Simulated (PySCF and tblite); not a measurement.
4 constitutional isomers of C₁₂H₁₈:

```
isomer                                                                                 SMILES
     A  [CH3:1][c:2]1[c:3]([CH3:4])[c:5]([CH3:6])[c:7]([CH3:8])[c:9]([CH3:10])[c:11]1[CH3:12]
     B   [CH3:1][CH2:2][c:3]1[c:4]([CH3:5])[cH:6][c:7]([CH3:8])[c:9]([CH3:10])[c:11]1[CH3:12]
     C   [CH3:1][CH2:2][c:3]1[c:4]([CH3:5])[c:6]([CH3:7])[cH:8][c:9]([CH3:10])[c:11]1[CH3:12]
     D   [CH3:1][CH2:2][c:3]1[cH:4][c:5]([CH3:6])[c:7]([CH3:8])[c:9]([CH3:10])[c:11]1[CH3:12]
```

Measured ¹³C shifts of one of them (ppm against TMS, one entry a carbon; solvent THF-d8; Fulmer et al., Organometallics 2010, 29, 2176): 131.88, 131.88, 131.88, 131.88, 131.88, 131.88, 16.71, 16.71, 16.71, 16.71, 16.71, 16.71.

Protocol: conformer search, at most 5 conformers an isomer, GFN2-xTB geometries, energies PBE0/6-31G* (D3(BJ) added where defined), GIAO shieldings PBE0/6-31G*, weights at 298.15 K with GFN2-xTB thermal terms. Programs: PySCF with density fitting and tblite.

Computed shifts in falling order:

| carbon | measured | A | B | C | D |
| --- | --- | --- | --- | --- | --- |
| 1 | 131.88 | 127.0 | 131.1 | 133.2 | 132.3 |
| 2 | 131.88 | 127.0 | 128.9 | 127.9 | 130.3 |
| 3 | 131.88 | 127.0 | 127.6 | 127.9 | 127.3 |
| 4 | 131.88 | 127.0 | 127.2 | 126.2 | 126.8 |
| 5 | 131.88 | 127.0 | 126.6 | 126.2 | 126.0 |
| 6 | 131.88 | 127.0 | 125.6 | 125.2 | 123.9 |
| 7 | 16.71 | 19.5 | 26.1 | 26.4 | 30.9 |
| 8 | 16.71 | 19.5 | 23.1 | 23.2 | 23.3 |
| 9 | 16.71 | 19.5 | 22.5 | 23.2 | 18.8 |
| 10 | 16.71 | 19.5 | 18.3 | 17.6 | 18.4 |
| 11 | 16.71 | 19.5 | 18.0 | 17.6 | 18.0 |
| 12 | 16.71 | 19.5 | 16.4 | 16.6 | 17.5 |

**Question.** Which structure fits the measured spectrum?

**Answer.** After a straight-line fit of each column to the measured values (slope held to 0.85 to 1.15; an offset alone for few or close values), with errors scored by one-sided Student-t tails (width 2.5 ppm, 10 degrees of freedom):

```csv
isomer,slope,mean error (ppm),largest error,P (%)
A,1.000,3.80,3.8,97.3
B,1.000,4.07,9.4,2.2
C,1.000,4.32,9.7,0.3
D,1.000,4.31,14.0,0.2
```

The score favours A, which is the compound measured. Its computed assignment: ¹H (against TMS): 2.20 (H1/H4/H6/H8/…, 18H). ¹³C (against TMS): 127.0 (C2/C3/C5/C7/…), 19.5 (C1/C4/C6/C8/…).

Shifts are unscaled: against experiment ¹³C can be off by 15 ppm or more and ¹H by 0.8 ppm. A force-field rotamer fell away at GFN2-xTB, so the set may lack it. The search found a single conformer for at least one isomer; other rotamers may be missing.
